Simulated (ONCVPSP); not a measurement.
## What one change does to a pseudopotential (Tc, ONCV)

Tc (Z = 43), optimised norm-conserving Vanderbilt (ONCV), made with ONCVPSP 4.0.1 (LDA (Perdew-Wang 92), fully relativistic). Core [Ar] 3d10 4s2, reference 4p6 4d5 5s2. Waves: 5s: rc 2.60 bohr, ncon 4, nbas 8, qcut 2.1 1/bohr, 2 projectors, debl 3.9 Ha; 4p: rc 1.20 bohr, ncon 5, nbas 8, qcut 7.7 1/bohr, 3 projectors, debl 3.5 Ha; 4d: rc 2.40 bohr, ncon 4, nbas 9, qcut 8 1/bohr, 1 projector. Local part: polynomial inside 0.90 bohr (lpopt 3, dvloc0 3 Ha). Core correction: Teter function, fcfact 4.25, rcfact 1.75.

Open shells are filled in proportion to 2j + 1.

Change: all radii but the core radius scaled by about 1.33 (s 3.46, p 1.60, d 3.18 bohr); local potential polynomial inside 1.20 bohr (lpopt 3, dvloc0 3 Ha).

Cutoffs: the cutoffs (Ha) at which the residual kinetic energy of the hardest occupied pseudo-wave falls to 1 and 0.1 mHa per electron; they do not see the model core or the augmentation charge, which bear on the density cutoff. Errors are all-electron minus pseudo energies relative to the spin-unpolarised reference configuration.

How do hardness, ghosts and transferability respond?

The potential gets softer (60 Ha and 122 Ha → 24 Ha and 39 Ha); the bound ghosts move from p, s to s; of the 4 tests that both files solve, the error grows in 4 and shrinks in 0 by more than 15 % and 0.3 meV (median size 19.5 → 67.2 meV). A larger radius leaves more room for a smooth pseudo-wave, so fewer plane waves are needed. More of the atom is replaced by a form fitted at one configuration, so other configurations suffer.

```csv
quantity,base,changed
"cutoff, loose",60 Ha,24 Ha
"cutoff, tight",122 Ha,39 Ha
loose cutoff by channel,"s 5.8 Ha, p 60 Ha, d 18 Ha","s 2.3 Ha, p 24 Ha, d 14 Ha"
bound ghosts,"s, p3/2, p1/2",s
GHOST(+) flags under 300 eV,s at 121.8 eV,none
"error for 4p6 4d5 5s1, meV [ΔE 8.42 eV]",-3.3,-67
"error for 4p6 4d5 5s0, meV [ΔE 23.62 eV]",-20,-67
"error for 4p6 4d4 5s0, meV [ΔE 52.55 eV]",+41,-199
"error for 4p6 4d5 5s0 5p1, meV [ΔE 13.10 eV]",-19,-52
"rms error of d²Exc/dni dnj with the model core, mHa",2.80,2.71
```

Base: These tests converged, but a pseudo level misses the all-electron one widely, so the file describes the atom poorly there or has found another state: 4p6 4d5 5s0 5p1: empty 5s by 6.2 eV. Changed file: These tests converged, but a pseudo level misses the all-electron one widely, so the file describes the atom poorly there or has found another state: 4p6 4d5 5s0 5p1: empty 5s by 6.2 eV. A true bound ghost makes a file unfit for plane-wave use even where its test errors are small: the radial tests pick states by their node count and pass the ghost by.
